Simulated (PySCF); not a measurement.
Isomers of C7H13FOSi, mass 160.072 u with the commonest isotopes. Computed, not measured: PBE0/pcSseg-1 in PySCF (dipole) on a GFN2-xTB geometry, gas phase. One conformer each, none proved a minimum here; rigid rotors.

Task: Order these by rotational constant B, largest first.
A. `[CH3:1][CH2:2][C@H:3]1[CH2:4][Si@:5]([F:6])([C:7]([CH3:8])=[O:9])[CH2:10]1` with C1–C2–C3–C4 177°, C4–Si5–C7–C8 132°, C2–C3–C4–Si5 131°, C3–C4–Si5–F6 -119°, C4–Si5–C10–C3 7°, C2–C3–C10–Si5 -130°
B. `[CH3:1][C:2]#[C:3][Si@@H:4]([F:5])[C@H:6]([CH3:7])[O:8][CH2:9][CH3:10]` with C3–Si4–C6–C7 -155°, Si4–C6–O8–C9 -131°, C6–O8–C9–C10 81°
C. `[CH3:1][CH2:2]/[C:3](=[CH:4]\[SiH2:5][CH2:6][F:7])[C:8]([CH3:9])=[O:10]` with C1–C2–C3–C4 -99°, C3–C4–Si5–C6 179°, C4–Si5–C6–F7 179°, C2–C3–C8–C9 -157°
D. `[CH3:1]/[CH:2]=[C:3]1\[SiH2:4][C@@H:5]([O:6][CH2:7][CH3:8])[C@@H:9]1[F:10]` with Si4–C5–O6–C7 -166°, C5–O6–C7–C8 -70°, C2–C3–Si4–C5 -164°, C3–Si4–C5–O6 -128°, Si4–C5–C9–F10 132°, C2–C3–C9–C5 163°
E. `[CH3:1][C@@H:2]1[CH2:3][C@:4]12[CH2:5][O:6][CH2:7][C@@H:8]([F:9])[SiH2:10]2` with C1–C2–C3–C4 -112°, C2–C3–C4–C5 110°, C3–C4–C5–O6 -160°, C4–C5–O6–C7 -73°

Result: B (814.6 MHz), E (793.7 MHz), D (666.3 MHz), A (578.2 MHz), C (485.5 MHz).

Task: Order these by dipole moment, smallest first.
A. `[CH3:1][C@@H:2]1[CH2:3][C@:4]12[CH2:5][O:6][CH2:7][C@@H:8]([F:9])[SiH2:10]2` with C1–C2–C3–C4 -112°, C2–C3–C4–C5 110°, C3–C4–C5–O6 -160°, C4–C5–O6–C7 -73°
B. `[CH3:1][C:2]#[C:3][Si@@H:4]([F:5])[C@H:6]([CH3:7])[O:8][CH2:9][CH3:10]` with C3–Si4–C6–C7 -155°, Si4–C6–O8–C9 -131°, C6–O8–C9–C10 81°
C. `[CH3:1][CH2:2]/[C:3](=[CH:4]\[SiH2:5][CH2:6][F:7])[C:8]([CH3:9])=[O:10]` with C1–C2–C3–C4 -99°, C3–C4–Si5–C6 179°, C4–Si5–C6–F7 179°, C2–C3–C8–C9 -157°
D. `[CH3:1][CH2:2][C@H:3]1[CH2:4][Si@:5]([F:6])([C:7]([CH3:8])=[O:9])[CH2:10]1` with C1–C2–C3–C4 177°, C4–Si5–C7–C8 132°, C2–C3–C4–Si5 131°, C3–C4–Si5–F6 -119°, C4–Si5–C10–C3 7°, C2–C3–C10–Si5 -130°
E. `[CH3:1]/[CH:2]=[C:3]1\[SiH2:4][C@@H:5]([O:6][CH2:7][CH3:8])[C@@H:9]1[F:10]` with Si4–C5–O6–C7 -166°, C5–O6–C7–C8 -70°, C2–C3–Si4–C5 -164°, C3–Si4–C5–O6 -128°, Si4–C5–C9–F10 132°, C2–C3–C9–C5 163°

Result: E (0.94 D), D (1.11 D), C (1.89 D), A (2.18 D), B (3.22 D).

Task: Order these by out-of-plane moment Σ m c² = (Ia + Ib − Ic)/2, largest first.
A. `[CH3:1][C:2]#[C:3][Si@@H:4]([F:5])[C@H:6]([CH3:7])[O:8][CH2:9][CH3:10]` with C3–Si4–C6–C7 -155°, Si4–C6–O8–C9 -131°, C6–O8–C9–C10 81°
B. `[CH3:1][CH2:2][C@H:3]1[CH2:4][Si@:5]([F:6])([C:7]([CH3:8])=[O:9])[CH2:10]1` with C1–C2–C3–C4 177°, C4–Si5–C7–C8 132°, C2–C3–C4–Si5 131°, C3–C4–Si5–F6 -119°, C4–Si5–C10–C3 7°, C2–C3–C10–Si5 -130°
C. `[CH3:1]/[CH:2]=[C:3]1\[SiH2:4][C@@H:5]([O:6][CH2:7][CH3:8])[C@@H:9]1[F:10]` with Si4–C5–O6–C7 -166°, C5–O6–C7–C8 -70°, C2–C3–Si4–C5 -164°, C3–Si4–C5–O6 -128°, Si4–C5–C9–F10 132°, C2–C3–C9–C5 163°
D. `[CH3:1][CH2:2]/[C:3](=[CH:4]\[SiH2:5][CH2:6][F:7])[C:8]([CH3:9])=[O:10]` with C1–C2–C3–C4 -99°, C3–C4–Si5–C6 179°, C4–Si5–C6–F7 179°, C2–C3–C8–C9 -157°
E. `[CH3:1][C@@H:2]1[CH2:3][C@:4]12[CH2:5][O:6][CH2:7][C@@H:8]([F:9])[SiH2:10]2` with C1–C2–C3–C4 -112°, C2–C3–C4–C5 110°, C3–C4–C5–O6 -160°, C4–C5–O6–C7 -73°

Result: E (66.79 u·Å²), B (63.07 u·Å²), D (39.06 u·Å²), A (36.39 u·Å²), C (26.38 u·Å²).

```tsv
SMILES	point group	Ia (u·Å²)	Ib (u·Å²)	Ic (u·Å²)	κ	μa (D)	μb (D)	μc (D)
C[C@@H]1C[C@]12COC[C@@H](F)[SiH2]2	C1	254.57	636.71	757.69	-0.81	2.14	0.30	0.29
CC/C(=C\[SiH2]CF)C(C)=O	C1	258.02	1040.90	1220.80	-0.91	0.14	1.36	1.30
C/C=C1\[SiH2][C@@H](OCC)[C@@H]1F	C1	239.17	758.52	944.93	-0.83	0.88	0.34	0.01
CC#C[Si@@H](F)[C@H](C)OCC	C1	446.16	620.41	993.79	-0.02	1.23	2.74	1.15
CC[C@H]1C[Si@](F)(C(C)=O)C1	C1	213.80	873.98	961.64	-0.94	0.62	0.92	0.02
```
